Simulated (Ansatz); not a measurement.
This geometry of CH3ClNSi (7 atoms, charge -1, multiplicity 1) is a first-order saddle point.

All numbers below come from RKS r2SCAN-D4/def2-SVP in Ansatz 0.2.0.

```xyz
7
Properties=species:S:1:pos:R:3
N -0.638 1.466 -0.252
C -0.580 0.110 -0.077
Si 0.597 -1.108 0.053
Cl -0.096 -3.152 0.272
H 0.151 2.089 -0.052
H -1.525 1.929 -0.058
H 2.092 -1.335 0.115
```

(1) Which two structures does it join? (They come from a converged band through this point; their orientation in space is the band's.)

(2) How far does it lie above each of them?

Answers

(1) No bond is made or broken. The height of N1 over the plane of its neighbours goes from 0.00 to 0.00 Å. The two ends are copies of one structure, up to a mirror image or an exchange of like atoms.

Initial state:

```xyz
7
Properties=species:S:1:pos:R:3
N -0.548 1.269 -0.061
C -0.842 -0.020 -0.106
Si 0.552 -1.165 -0.597
Cl 0.046 -3.064 0.437
H 0.405 1.691 -0.119
H -1.267 1.990 0.051
H 1.654 -0.701 0.396
```

Final state:

```xyz
7
Properties=species:S:1:pos:R:3
N -0.548 1.269 -0.096
C -0.840 -0.011 0.062
Si 0.524 -1.095 0.738
Cl 0.056 -3.094 -0.106
H 0.399 1.703 -0.032
H -1.263 1.969 -0.318
H 1.672 -0.742 -0.247
```

(2) 49.5 kJ/mol above the first and 49.5 kJ/mol above the second. This is the barrier of this one path; another mechanism may lie lower. Limits of this set-up: an anion without diffuse functions, the dipole of an ion depends on the origin.

Run time: 5 min on 1 thread of Intel(R) Xeon(R) Processor @ 2.50GHz (Skylake/Cascade Lake), on a shared host, peak memory 0.17 GiB.
